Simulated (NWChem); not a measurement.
Species: CHO2, doublet; SMILES C(=O)[O]

```xyz
4

O     -0.1621    -1.1599     0.0000
C      0.2131    -0.0221     0.0000
O     -0.1698     1.1585     0.0000
H      1.3757     0.1442     0.0000
```
Atoms are numbered in this order, from 1.

Coordinates come from a PBE0/def2-SVP, spin-unrestricted optimisation. No stability test was run on the SCF state.

Symmetry labels are those of Cs in the frame above (b1 and b2, or b-type labels, depend on it).

Problem. List the 6 lowest vertical excitations from LDA (Slater exchange, VWN5)/def2-SVPD, spin-unrestricted, TDA (NWChem).

Solution. 
| state | energy (eV) | oscillator strength | symmetry of the excitation | <S²> |
|---|---|---|---|---|
| state 1 | 1.81 | 0.000 | a" | 0.75 |
| state 2 | 2.27 | 0.019 | a' | 0.75 |
| state 3 | 5.35 | 0.003 | a" | 0.75 |
| state 4 | 5.58 | 0.010 | a' | 0.76 |
| state 5 | 6.16 | 0.000 | a' | 0.75 |
| state 6 | 6.25 | 0.001 | a" | 0.79 |
